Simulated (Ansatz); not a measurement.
Start from `[Cl][Al]1[CH2][O]1` and change one atom or group to get `[TeH][Al]1[CH2][O]1`.

Ansatz, PBE0-D4/def2-TZVP geometries, multiplicity 1. 

Elements past krypton have def2 core potentials.

| property | `[Cl][Al]1[CH2][O]1` |
| --- | --- |
| HOMO–LUMO gap (B3LYP/def2-TZVPP) / eV | 4.83 |
| size of the dipole moment (B3LYP/def2-TZVPP) / D | 1.95 |
| HOMO energy (PBE/def2-TZVPP) / eV | -5.59 |
| HOMO–LUMO gap (PBE0/def2-TZVPP) / eV | 5.30 |
| HOMO energy (B3LYP/def2-TZVPP) / eV | -6.65 |
| ideal-gas entropy at 298 K and 1 bar (rigid rotor, harmonic PBE0-D4/def2-TZVP) / J/(mol·K) | 301 |

Give the same properties after the change, and the shifts. (An estimate is asked.)

The calculation gave: 
| property | `[TeH][Al]1[CH2][O]1` | shift |
| --- | --- | --- |
| HOMO–LUMO gap (B3LYP/def2-TZVPP) / eV | 4.57 | -0.26 |
| size of the dipole moment (B3LYP/def2-TZVPP) / D | 2.65 | 0.70 |
| HOMO energy (PBE/def2-TZVPP) / eV | -5.30 | 0.29 |
| HOMO–LUMO gap (PBE0/def2-TZVPP) / eV | 5.01 | -0.29 |
| HOMO energy (B3LYP/def2-TZVPP) / eV | -6.29 | 0.36 |
| ideal-gas entropy at 298 K and 1 bar (rigid rotor, harmonic PBE0-D4/def2-TZVP) / J/(mol·K) | 338 | 37 |

With PBE0 the HOMO rises by 0.36 eV and the LUMO rises by 0.06 eV, so the gap narrows by about 0.30 eV. PBE moves the HOMO by 0.29 eV and ωB97M-V by 0.39 eV. The zero-point energy changes by 14.7 kJ/mol with +3 modes. Dipoles are sizes alone; their direction can turn.

B3LYP here is the variant with VWN-RPA as its local correlation; programs differ in this.

Spin–orbit coupling is left out; it splits and shifts lone-pair levels of the heavy atoms by tenths of an eV.
